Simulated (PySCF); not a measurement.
Al(F)(Cl)(OEt) (C2H5AlClFO), SMILES CC[O][Al]([F])[Cl].

The structure is a stationary point at B3LYP-D3(BJ)/def2-SVP. The values are those of a single conformer.

Vertical ionisation energy (IE) and electron affinity (EA) in eV. Rows of orbital energies are one-electron estimates. Where ΔSCF, EOM or ADC give a negative EA the extra electron is unbound and the value depends on the basis.

| level | IE | EA |
|---|---|---|
| −ε(HOMO), −ε(LUMO), CAM-B3LYP/def2-TZVP (PySCF) | 10.01 | 0.00 |
| −ε(HOMO), −ε(LUMO), PBE/def2-TZVP (PySCF) | 7.01 | 1.78 |
